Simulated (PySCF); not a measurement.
C3H3BFNO, SMILES FB1N=CC=CO1.

Coordinates come from a B3LYP-D3(BJ)/def2-SVP optimisation. This is a generated structure with no PubChem entry under its InChIKey; it may be hypothetical.

Method: r2SCAN/def2-TZVP in PySCF.

Symmetry labels are those of the subgroup Cs that the program uses (full group Cs).

### Question
List the valence orbital energies around the gap with their symmetry. (Estimate from the structure and the level; the computed values follow.)

### Answer

```json
[
 {"orbital": "HOMO−7", "symmetry": "A'", "energy (eV)": "-11.36"},
 {"orbital": "HOMO−6", "symmetry": "A'", "energy (eV)": "-11.21"},
 {"orbital": "HOMO−5", "symmetry": "A\"", "energy (eV)": "-10.78"},
 {"orbital": "HOMO−4", "symmetry": "A'", "energy (eV)": "-10.14"},
 {"orbital": "HOMO−3", "symmetry": "A'", "energy (eV)": "-9.44"},
 {"orbital": "HOMO−2", "symmetry": "A\"", "energy (eV)": "-9.19"},
 {"orbital": "HOMO−1", "symmetry": "A\"", "energy (eV)": "-7.04"},
 {"orbital": "HOMO", "symmetry": "A'", "energy (eV)": "-6.29"},
 {"orbital": "LUMO", "symmetry": "A\"", "energy (eV)": "-2.74"},
 {"orbital": "LUMO+1", "symmetry": "A\"", "energy (eV)": "-0.54"},
 {"orbital": "LUMO+2", "symmetry": "A'", "energy (eV)": "1.04"},
 {"orbital": "LUMO+3", "symmetry": "A'", "energy (eV)": "1.60"}
]
```
